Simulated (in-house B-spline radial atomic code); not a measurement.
Neutral strontium is squeezed into an impenetrable sphere of radius R (the orbitals vanish at R). Caution: exact exchange at fractional occupations of open shells leaves self-interaction of up to several eV. Method: non-relativistic PBE0, spin-polarised, spherical fractional occupations, point nucleus. Calculated with an all-electron radial atomic-structure program (B-spline basis).

Energies in eV above the free atom in [Kr] 5s2:

```tsv
R (bohr)	highest level (eV)	[Kr] 5s2	[Kr] 5s1 5d1	[Ne] 3s2 3p5 3d10 4s2 4p6 5s2 5d1	-dE/dV in [Kr] 5s2 (GPa)
7.98	-3.25	0.6685	9.112	276.7	0.795
6.51	-1.88	2.426	14.07	281.2	4.34
4.87	3.46	10.88	29.92	298.2	38.6
4.33	7.95	18.84	41.99	312.2	91.7
3.48	23.9	50.64	83.13	361.6	462
2.98	45.8	100.7	140.7	431.7	1430
2.76	61.7	140.5	184.3	485	2480
2.34	112	282.4	333.8	667.5	7850
1.71	311	975.4	1030	1513	63500
1.28	735	2821	2835	3664	412000
```

**Question.** Does [Kr] 5s1 5d1 fall below [Kr] 5s2 under compression?

**Answer.** No, it stays above over the whole range.

**Question.** Does [Ne] 3s2 3p5 3d10 4s2 4p6 5s2 5d1 fall below [Kr] 5s2 under compression?

**Answer.** No, it stays above over the whole range.

The highest level is first positive in the row R = 4.87 bohr, pushed up by confinement above the zero of the free ion's potential. Each configuration is held fixed and needn't be the lowest in the sphere.
